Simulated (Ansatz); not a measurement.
CH3S (SMILES [CH2]S) moved off its minimum; all values from Ansatz (a quantum-chemistry and plane-wave program), cores frozen in correlated methods. Open shells are unrestricted.
(charge 0, multiplicity 2)
```xyz
5

C     -0.9965     0.5105     0.0110
S      0.4853    -0.3688    -0.0021
H     -1.9038    -0.1708     0.0366
H     -1.0723     1.6150     0.0400
H      1.2547     0.7184     0.0247
```

Task: Give the forces (eV/Å), the total energy and the dipole at CCSD(T)/cc-pV(T+d)Z.

Result: 
| atom | Fx | Fy | Fz |
|---|---|---|---|
| C1 | -1.601 | -0.567 | 0.062 |
| S2 | 0.009 | 0.349 | 0.011 |
| H3 | 1.155 | 1.295 | -0.045 |
| H4 | 0.112 | -1.065 | -0.019 |
| H5 | 0.325 | -0.012 | -0.009 |
Energy -437.5063 hartree, dipole 0.86 D.
